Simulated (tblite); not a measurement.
A geometry optimisation, step by step.

Species: C5H15NSi2.
SMILES with atom numbers: `[CH3:1][CH2:2]/[CH:3]=[CH:4]\[SiH2:5][NH:6][SiH2:7][CH3:8]` (hydrogens: H9, H10, H11 on C1; H12, H13 on C2; H14 on C3; H15 on C4; H16, H17 on Si5; H18 on N6; H19, H20 on Si7; H21, H22, H23 on C8)

Computed with GFN2-xTB (tblite), gas phase: L-BFGS steps from a force-field or distance-geometry start until the largest atomic force falls under 0.01 eV/Å. 6 of its 154 geometries are shown.

Step 0: E = -672.2760 eV, largest atomic force 2.257 eV/Å
```
atom  x, y, z in Å  |  force x, y, z in eV/Å
C1     -3.956    0.159    0.314   -1.634   1.522   0.328
C2     -2.754    0.190   -0.595   -0.256  -0.107  -0.831
C3     -2.039   -1.122   -0.681   -0.237   0.390   0.076
C4     -0.779   -1.151   -0.301    0.334  -0.633  -0.014
Si5     0.037    0.385    0.352    0.517  -0.161   1.291
N6      1.628   -0.091    0.956    0.551  -0.867  -1.835
Si7     2.971    0.861    0.262   -0.628  -0.042   1.409
C8      4.425   -0.277    0.029    0.752  -0.761  -0.890
H9     -3.778    0.855    1.183   -0.320  -1.157  -0.599
H10    -4.275   -0.839    0.619    0.235   0.279   0.134
H11    -4.811    0.625   -0.264    0.574  -0.542   0.852
H12    -2.106    1.012   -0.218   -0.484  -0.800  -0.921
H13    -3.143    0.379   -1.617    0.503   0.304   0.319
H14    -2.567   -2.007   -1.070    0.110   0.603   0.237
H15    -0.257   -2.094   -0.356    0.240  -0.100   0.018
H16     0.054    1.439   -0.640    0.197   0.263  -0.331
H17    -0.703    0.921    1.527    0.342  -0.110  -0.087
H18     1.790   -1.112    0.682   -0.253   1.715   0.745
H19     3.411    1.891    1.246   -0.427  -0.221  -0.208
H20     2.672    1.471   -1.005   -0.167   0.334  -0.466
H21     5.337    0.314    0.237   -0.415  -0.809   0.073
H22     4.513   -0.599   -1.052   -0.064   0.120   1.263
H23     4.324   -1.180    0.673    0.533   0.779  -0.561
```

Step 31: E = -673.2311 eV, largest atomic force 0.151 eV/Å
```
atom  x, y, z in Å  |  force x, y, z in eV/Å
C1     -4.144    0.130    0.277   -0.008  -0.021   0.046
C2     -3.037    0.186   -0.779    0.028  -0.033  -0.004
C3     -2.167   -1.021   -0.664    0.103  -0.044  -0.062
C4     -0.922   -1.059   -0.208    0.073   0.062   0.058
Si5     0.085    0.416    0.385    0.037   0.072   0.100
N6      1.750   -0.070    0.448   -0.017   0.015  -0.006
Si7     3.175    0.884    0.230    0.005  -0.040   0.086
C8      4.632   -0.310    0.037    0.023  -0.001  -0.009
H9     -3.782    0.514    1.226    0.044  -0.026   0.039
H10    -4.445   -0.903    0.426   -0.151  -0.003   0.008
H11    -5.013    0.713   -0.019    0.028   0.014  -0.022
H12    -2.449    1.092   -0.653    0.001   0.041  -0.048
H13    -3.487    0.184   -1.774   -0.022   0.060  -0.012
H14    -2.649   -1.935   -0.994   -0.045  -0.074   0.037
H15    -0.437   -2.029   -0.170    0.005   0.027  -0.024
H16     0.076    1.549   -0.543   -0.039  -0.016   0.036
H17    -0.353    0.834    1.736   -0.026   0.009  -0.125
H18     1.913   -0.938    0.933   -0.038  -0.081  -0.032
H19     3.438    1.755    1.389   -0.051   0.040  -0.006
H20     2.994    1.680   -0.981   -0.023   0.051  -0.023
H21     5.564    0.223    0.193    0.041  -0.046  -0.036
H22     4.654   -0.735   -0.962    0.040  -0.043   0.021
H23     4.600   -1.132    0.749   -0.006   0.040  -0.020
```

Step 61: E = -673.2941 eV, largest atomic force 0.076 eV/Å
```
atom  x, y, z in Å  |  force x, y, z in eV/Å
C1     -4.143    0.112    0.290   -0.019   0.025   0.008
C2     -3.053    0.120   -0.782    0.037   0.014   0.011
C3     -2.144   -1.057   -0.635   -0.011  -0.001   0.053
C4     -0.891   -1.012   -0.202   -0.010  -0.020   0.025
Si5     0.084    0.500    0.351    0.028  -0.044  -0.055
N6      1.728   -0.047    0.386    0.036  -0.002  -0.011
Si7     3.179    0.884    0.261   -0.017   0.057   0.006
C8      4.628   -0.319    0.065   -0.005   0.002   0.010
H9     -3.699    0.187    1.281    0.012  -0.043  -0.034
H10    -4.728   -0.803    0.237    0.004  -0.017   0.016
H11    -4.814    0.957    0.153   -0.008  -0.002  -0.015
H12    -2.477    1.041   -0.699    0.021   0.020  -0.016
H13    -3.523    0.090   -1.771    0.004  -0.002   0.041
H14    -2.598   -2.012   -0.886   -0.008   0.030  -0.032
H15    -0.357   -1.956   -0.139   -0.028   0.000  -0.002
H16     0.067    1.628   -0.581   -0.032   0.005  -0.017
H17    -0.350    0.951    1.684   -0.028   0.011   0.005
H18     1.850   -1.008    0.665    0.013   0.031  -0.020
H19     3.368    1.719    1.460   -0.004  -0.010  -0.016
H20     3.072    1.740   -0.925   -0.016   0.000   0.033
H21     5.570    0.217    0.098    0.008  -0.004  -0.013
H22     4.579   -0.843   -0.885    0.013  -0.024   0.029
H23     4.648   -1.061    0.858    0.009  -0.024  -0.004
```

Step 92: E = -673.3066 eV, largest atomic force 0.067 eV/Å
```
atom  x, y, z in Å  |  force x, y, z in eV/Å
C1     -4.156    0.109    0.317   -0.012  -0.008   0.011
C2     -3.050    0.133   -0.740   -0.021   0.022   0.010
C3     -2.168   -1.065   -0.612   -0.011   0.012   0.005
C4     -0.903   -1.047   -0.214   -0.001   0.007  -0.006
Si5     0.095    0.479    0.247    0.022   0.020   0.008
N6      1.746   -0.043    0.296    0.015  -0.040  -0.007
Si7     3.192    0.906    0.295    0.028  -0.049  -0.036
C8      4.642   -0.306    0.112    0.006   0.001   0.015
H9     -3.720    0.103    1.312    0.014   0.004   0.010
H10    -4.773   -0.780    0.208   -0.005  -0.013  -0.011
H11    -4.792    0.985    0.222   -0.006  -0.002  -0.009
H12    -2.463    1.043   -0.625    0.027   0.007  -0.005
H13    -3.508    0.139   -1.733   -0.007  -0.003  -0.003
H14    -2.658   -2.004   -0.852    0.010  -0.009   0.015
H15    -0.392   -2.002   -0.147    0.015  -0.010  -0.014
H16     0.046    1.553   -0.750   -0.008  -0.006   0.000
H17    -0.339    1.007    1.554    0.014  -0.001  -0.020
H18     1.883   -1.024    0.483   -0.021   0.030  -0.009
H19     3.309    1.680    1.540    0.009  -0.008   0.001
H20     3.159    1.824   -0.849   -0.036  -0.003   0.015
H21     5.580    0.235    0.042   -0.012  -0.013   0.009
H22     4.549   -0.915   -0.784   -0.015   0.038   0.019
H23     4.717   -0.982    0.960   -0.006   0.021   0.003
```

Step 122: E = -673.3128 eV, largest atomic force 0.027 eV/Å
```
atom  x, y, z in Å  |  force x, y, z in eV/Å
C1     -4.190    0.099    0.359    0.007   0.002   0.001
C2     -3.071    0.148   -0.683    0.009  -0.001   0.001
C3     -2.193   -1.055   -0.585   -0.004  -0.009   0.004
C4     -0.906   -1.043   -0.267    0.002  -0.004  -0.013
Si5     0.125    0.483    0.114   -0.001  -0.008  -0.008
N6      1.761   -0.080    0.188    0.015   0.020   0.007
Si7     3.194    0.877    0.315    0.011   0.010  -0.004
C8      4.681   -0.289    0.171    0.003  -0.019   0.006
H9     -3.769    0.090    1.362    0.015  -0.007  -0.002
H10    -4.793   -0.798    0.232   -0.001   0.003  -0.005
H11    -4.837    0.968    0.265   -0.005  -0.002  -0.010
H12    -2.474    1.049   -0.541   -0.021   0.014   0.000
H13    -3.517    0.182   -1.682   -0.006   0.004   0.015
H14    -2.699   -1.995   -0.784   -0.015  -0.001   0.004
H15    -0.399   -2.001   -0.227    0.011   0.007   0.001
H16     0.084    1.503   -0.939   -0.005  -0.008  -0.003
H17    -0.284    1.094    1.390    0.006   0.002   0.004
H18     1.878   -1.068    0.340    0.000  -0.006   0.003
H19     3.247    1.590    1.600   -0.012   0.001   0.005
H20     3.174    1.855   -0.777    0.001  -0.003  -0.009
H21     5.601    0.280    0.081   -0.015  -0.015   0.005
H22     4.608   -0.938   -0.697   -0.002   0.025  -0.010
H23     4.775   -0.924    1.048    0.006  -0.003   0.008
```

Step 153: E = -673.3173 eV, largest atomic force 0.009 eV/Å
```
atom  x, y, z in Å  |  force x, y, z in eV/Å
C1     -4.198    0.069    0.427    0.000   0.003   0.001
C2     -3.091    0.156   -0.624    0.001  -0.002  -0.001
C3     -2.206   -1.045   -0.568    0.006  -0.003   0.004
C4     -0.901   -1.029   -0.333    0.006   0.000   0.004
Si5     0.146    0.504   -0.039    0.004   0.004  -0.001
N6      1.772   -0.068    0.125   -0.001   0.006  -0.006
Si7     3.203    0.881    0.320   -0.003   0.001  -0.002
C8      4.683   -0.301    0.249    0.004  -0.002   0.001
H9     -3.766    0.014    1.423    0.005   0.000  -0.003
H10    -4.808   -0.818    0.266    0.000  -0.001   0.008
H11    -4.842    0.943    0.377   -0.002   0.003  -0.003
H12    -2.500    1.058   -0.469   -0.005   0.002   0.004
H13    -3.550    0.213   -1.616   -0.001  -0.001  -0.003
H14    -2.725   -1.986   -0.724   -0.001  -0.003  -0.003
H15    -0.388   -1.984   -0.315   -0.002  -0.005  -0.005
H16     0.120    1.437   -1.173   -0.004   0.002   0.001
H17    -0.261    1.219    1.182   -0.001  -0.003   0.000
H18     1.884   -1.062    0.237   -0.003   0.000   0.000
H19     3.183    1.592    1.608    0.001  -0.002  -0.002
H20     3.252    1.858   -0.772    0.004  -0.003   0.005
H21     5.612    0.251    0.347   -0.001   0.000   0.002
H22     4.721   -0.840   -0.693   -0.004   0.000   0.001
H23     4.654   -1.034    1.049   -0.004   0.002   0.001
```

Question: Summarise the path.

Answer: The energy falls by 100.47 kJ/mol from step 0 to step 153; nine tenths of that is first reached at step 28. It falls at every step. The largest force goes from 2.257 to 0.009 eV/Å. Among the bonds N6–H18 changes most, from 1.070 to 1.007 Å; the atoms move by 0.507 Å rms after alignment.

Question: Follow the three bonds and two angles with the largest change from start to end.

Answer: 
```
step  E above end (kJ/mol)  largest force (eV/Å)  N6–H18 (Å)  N6–Si7 (Å)  C8–H22 (Å)  Si5–N6–Si7 (°)  Si7–N6–H18 (°)
   0                100.47                 2.257       1.070       1.787       1.131           113.6           107.1
   7                 37.16                 0.376       1.010       1.730       1.088           121.2           115.7
  13                 22.77                 0.330       1.007       1.725       1.084           125.4           118.1
  20                 14.67                 0.186       1.010       1.729       1.088           125.0           115.9
  27                 10.42                 0.170       1.008       1.728       1.085           127.0           114.8
  33                  7.66                 0.129       1.009       1.728       1.085           129.7           113.9
  40                  5.66                 0.116       1.008       1.734       1.086           130.4           115.0
  47                  3.88                 0.128       1.007       1.729       1.086           129.3           115.2
  53                  2.88                 0.118       1.008       1.729       1.086           128.8           115.2
  60                  2.32                 0.072       1.008       1.729       1.086           128.7           115.6
  67                  1.72                 0.055       1.007       1.728       1.086           128.8           115.5
  73                  1.50                 0.027       1.007       1.728       1.086           129.2           115.0
  80                  1.40                 0.035       1.007       1.729       1.086           129.2           115.0
  86                  1.24                 0.048       1.007       1.729       1.086           129.4           115.1
  93                  0.99                 0.058       1.008       1.729       1.087           129.1           114.9
 100                  0.70                 0.066       1.005       1.729       1.087           128.4           115.6
 106                  0.56                 0.029       1.007       1.728       1.086           127.7           115.7
 113                  0.51                 0.019       1.007       1.728       1.086           127.6           115.7
 120                  0.47                 0.037       1.007       1.728       1.086           127.3           115.8
 126                  0.36                 0.031       1.007       1.728       1.086           127.4           115.9
 133                  0.21                 0.031       1.007       1.728       1.086           127.3           115.9
 140                  0.10                 0.026       1.007       1.728       1.086           127.1           116.1
 146                  0.04                 0.027       1.007       1.728       1.086           127.3           116.0
 153                  0.00                 0.009       1.007       1.728       1.086           127.4           116.0
```

What follows is the cost of the whole relaxation. Hardware: Arm Neoverse N1, one thread, shared host. Cost: 2.4 s of wall time.
